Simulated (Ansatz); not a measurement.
`[SiH3][Al]1[BH][SiH2]1` and `B[O][Al]1[BH][SiH2]1` differ in one atom or group.

Ansatz, PBE0-D4/def2-TZVP geometries, multiplicity 1. Each molecule was computed in one conformer, which needn't be the lowest.

| property | `[SiH3][Al]1[BH][SiH2]1` |
| --- | --- |
| LUMO energy (B3LYP/def2-TZVPP) / eV | -1.82 |
| ideal-gas entropy at 298 K and 1 bar (rigid rotor, harmonic PBE0-D4/def2-TZVP) / J/(mol·K) | 369 |
| HOMO–LUMO gap (B3LYP/def2-TZVPP) / eV | 4.23 |
| HOMO energy (B3LYP/def2-TZVPP) / eV | -6.05 |
| size of the dipole moment (B3LYP/def2-TZVPP) / D | 1.50 |
| HOMO energy (PBE/def2-TZVPP) / eV | -5.51 |

(1) What does the change do to each property? (Estimate.)

Results:

(1) Ansatz gave: 
```json
{"property": "LUMO energy (B3LYP/def2-TZVPP) / eV", "`B[O][Al]1[BH][SiH2]1`": "-1.56", "shift": "0.26"}
{"property": "ideal-gas entropy at 298 K and 1 bar (rigid rotor, harmonic PBE0-D4/def2-TZVP) / J/(mol·K)", "`B[O][Al]1[BH][SiH2]1`": "383", "shift": "14"}
{"property": "HOMO–LUMO gap (B3LYP/def2-TZVPP) / eV", "`B[O][Al]1[BH][SiH2]1`": "4.61", "shift": "0.38"}
{"property": "HOMO energy (B3LYP/def2-TZVPP) / eV", "`B[O][Al]1[BH][SiH2]1`": "-6.17", "shift": "-0.12"}
{"property": "size of the dipole moment (B3LYP/def2-TZVPP) / D", "`B[O][Al]1[BH][SiH2]1`": "0.95", "shift": "-0.55"}
{"property": "HOMO energy (PBE/def2-TZVPP) / eV", "`B[O][Al]1[BH][SiH2]1`": "-5.63", "shift": "-0.12"}
```

With PBE0 the HOMO falls by 0.13 eV and the LUMO rises by 0.29 eV, so the gap widens by about 0.42 eV. PBE moves the HOMO by -0.12 eV and ωB97M-V by -0.14 eV. Dipoles are sizes alone; their direction can turn. Modes under 60 cm⁻¹, often nearly free rotors, make the harmonic entropy too high.

B3LYP here is the variant with VWN-RPA as its local correlation; programs differ in this.
